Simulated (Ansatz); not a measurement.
Stretching the Si2–F1 bond in FH3Si (SMILES F[SiH3]) (multiplicity 1 held, fragments rigid). Energies count from the point at 1.606 Å.
Geometry at that point (charge 0, multiplicity 1):
```xyz
5

F      1.090    -0.017    -0.170
Si    -0.496     0.008     0.078
H     -0.945     1.415     0.067
H     -0.771    -0.616     1.388
H     -1.147    -0.754    -1.008
```

R- and RO- levels are restricted; in cc, def2 and unpolarised 6-31G sets they are followed outwards from rest. Unrestricted levels (U-) break spin symmetry where that is lower. Active spaces are followed from a long bond inwards. Curves can end on different states.

Frozen-core correlation.

Run with Ansatz (an electronic-structure program) with Gaussian orbitals. Each number belongs to the level named beside it.

Energies in eV.

```json
[
 {"R (Å)": "1.285", "U-HF/cc-pV(D+d)Z": "3.49", "R-MP2/cc-pV(D+d)Z": "3.75", "U-MP2/cc-pV(D+d)Z": "3.75", "U-SCS-MP2/cc-pV(D+d)Z": "3.75", "FIC-MRCISD+Q on CASSCF(6,4)/cc-pV(D+d)Z": "3.74"},
 {"R (Å)": "1.446", "U-HF/cc-pV(D+d)Z": "0.66", "R-MP2/cc-pV(D+d)Z": "0.77", "U-MP2/cc-pV(D+d)Z": "0.77", "U-SCS-MP2/cc-pV(D+d)Z": "0.77", "FIC-MRCISD+Q on CASSCF(6,4)/cc-pV(D+d)Z": "0.77"},
 {"R (Å)": "1.606", "U-HF/cc-pV(D+d)Z": "0.00", "R-MP2/cc-pV(D+d)Z": "0.00", "U-MP2/cc-pV(D+d)Z": "0.00", "U-SCS-MP2/cc-pV(D+d)Z": "0.00", "FIC-MRCISD+Q on CASSCF(6,4)/cc-pV(D+d)Z": "0.00"},
 {"R (Å)": "1.767", "U-HF/cc-pV(D+d)Z": "0.31", "R-MP2/cc-pV(D+d)Z": "0.22", "U-MP2/cc-pV(D+d)Z": "0.22", "U-SCS-MP2/cc-pV(D+d)Z": "0.22", "FIC-MRCISD+Q on CASSCF(6,4)/cc-pV(D+d)Z": "0.21"},
 {"R (Å)": "1.927", "U-HF/cc-pV(D+d)Z": "1.04", "R-MP2/cc-pV(D+d)Z": "0.87", "U-MP2/cc-pV(D+d)Z": "0.87", "U-SCS-MP2/cc-pV(D+d)Z": "0.87", "FIC-MRCISD+Q on CASSCF(6,4)/cc-pV(D+d)Z": "0.86"},
 {"R (Å)": "2.168", "U-HF/cc-pV(D+d)Z": "2.37", "R-MP2/cc-pV(D+d)Z": "2.10", "U-MP2/cc-pV(D+d)Z": "2.10", "U-SCS-MP2/cc-pV(D+d)Z": "2.09", "FIC-MRCISD+Q on CASSCF(6,4)/cc-pV(D+d)Z": "2.06"},
 {"R (Å)": "2.409", "U-HF/cc-pV(D+d)Z": "3.62", "R-MP2/cc-pV(D+d)Z": "3.31", "U-MP2/cc-pV(D+d)Z": "3.73", "U-SCS-MP2/cc-pV(D+d)Z": "3.73", "FIC-MRCISD+Q on CASSCF(6,4)/cc-pV(D+d)Z": "3.20"},
 {"R (Å)": "2.811", "U-HF/cc-pV(D+d)Z": "4.33", "R-MP2/cc-pV(D+d)Z": "4.96", "U-MP2/cc-pV(D+d)Z": "5.60", "U-SCS-MP2/cc-pV(D+d)Z": "5.53", "FIC-MRCISD+Q on CASSCF(6,4)/cc-pV(D+d)Z": "4.66"},
 {"R (Å)": "3.212", "U-HF/cc-pV(D+d)Z": "4.49", "R-MP2/cc-pV(D+d)Z": "6.17", "U-MP2/cc-pV(D+d)Z": "6.00", "U-SCS-MP2/cc-pV(D+d)Z": "5.90", "FIC-MRCISD+Q on CASSCF(6,4)/cc-pV(D+d)Z": "5.42"},
 {"R (Å)": "3.694", "U-HF/cc-pV(D+d)Z": "4.54", "R-MP2/cc-pV(D+d)Z": "7.11", "U-MP2/cc-pV(D+d)Z": "6.12", "U-SCS-MP2/cc-pV(D+d)Z": "6.02", "FIC-MRCISD+Q on CASSCF(6,4)/cc-pV(D+d)Z": "5.73"},
 {"R (Å)": "4.337", "U-HF/cc-pV(D+d)Z": "4.56", "R-MP2/cc-pV(D+d)Z": "7.64", "U-MP2/cc-pV(D+d)Z": "6.15", "U-SCS-MP2/cc-pV(D+d)Z": "6.05", "FIC-MRCISD+Q on CASSCF(6,4)/cc-pV(D+d)Z": "5.82"},
 {"R (Å)": "5.140", "U-HF/cc-pV(D+d)Z": "4.57", "R-MP2/cc-pV(D+d)Z": "7.51", "U-MP2/cc-pV(D+d)Z": "6.16", "U-SCS-MP2/cc-pV(D+d)Z": "6.06", "FIC-MRCISD+Q on CASSCF(6,4)/cc-pV(D+d)Z": "5.84"}
]
```

Doubts at one or more of the structures used: a spin-contaminated determinant (U-HF/cc-pV(D+d)Z, U-MP2/cc-pV(D+d)Z, U-SCS-MP2/cc-pV(D+d)Z); a restricted determinant that unrestricted orbitals would lower (R-MP2/cc-pV(D+d)Z); active orbitals that take no part (FIC-MRCISD+Q on CASSCF(6,4)/cc-pV(D+d)Z).
